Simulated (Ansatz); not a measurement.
C₂H₄AlBO, SMILES `BC#C[O][AlH2]`, relaxed with RKS PBE-D4/def2-SVP in the Gaussian-basis code of Ansatz from a rough embedded geometry. The force threshold is 0.03 eV/Å; the program also tests the step.

The species carries charge 0 and has multiplicity 1.

Start:

```xyz
9

B    -2.251    0.838    1.023
C    -0.835    0.712    0.609
C     0.293    0.598    0.259
O     1.682    0.395   -0.090
Al    2.122   -1.031   -1.164
H    -3.112    0.124    0.697
H    -2.563    1.735    1.808
H     3.668   -1.224   -1.581
H     0.997   -2.148   -1.560
```

**Question.** How much energy does the relaxation release, and in how many steps? (Best estimate.)

**Answer.** The calculation gave: 77.56 kJ/mol, in 10 steps, 1 of them rejected.

**Question.** Which bonds change most? (An estimate is asked.)

**Answer.** Ansatz gave: C3–O4 from 1.446 to 1.284 Å; O4–Al5 from 1.839 to 1.774 Å; C2–C3 from 1.186 to 1.242 Å; B1–H6 from 1.166 to 1.220 Å.

**Question.** Give the relaxed structure. (An estimate is asked.)

**Answer.** Computed: 
```xyz
9

B    -2.265    0.953    1.112
C    -0.891    0.645    0.614
C     0.249    0.384    0.195
O     1.442    0.153   -0.219
Al    2.179   -1.125   -1.205
H    -3.213    0.252    0.798
H    -2.463    1.911    1.840
H     3.729   -0.884   -1.412
H     1.233   -2.289   -1.722
```
